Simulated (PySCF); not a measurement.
CF3, SMILES [C](F)(F)F, multiplicity 2. Atoms are numbered in the order given.

```xyz
4

F     -1.0899    -0.6293    -0.0731
C      0.0000     0.0000     0.3291
F      1.0899    -0.6293    -0.0731
F      0.0000     1.2586    -0.0731
```
Charge 0, spin multiplicity 2.

Geometry: r2SCAN-D4/def2-TZVP. The isomer is the one that the SMILES or the coordinates give; other isomers of the formula were not compared.

Calculation: PBE/def2-TZVPD run with PySCF.

The total energy is -337.39945 hartree and the point group is C3v. The α spin, highest occupied and lowest empty level is -6.25 and -0.01 eV. The β spin, highest occupied and lowest empty level is -10.33 and -3.80 eV and the dipole moment comes out as 0.18 D. The quadrupole, principal values (traceless, Buckingham form, about the centre of nuclear charge) is -0.48, -0.48, 0.95 D·Å and the mean static polarisability comes out as 19.5 bohr³ (2.88 Å³). The polarisability, principal values is 17.1, 20.6, 20.6 bohr³. The ⟨S²⟩ is 0.751 (pure state 0.75).
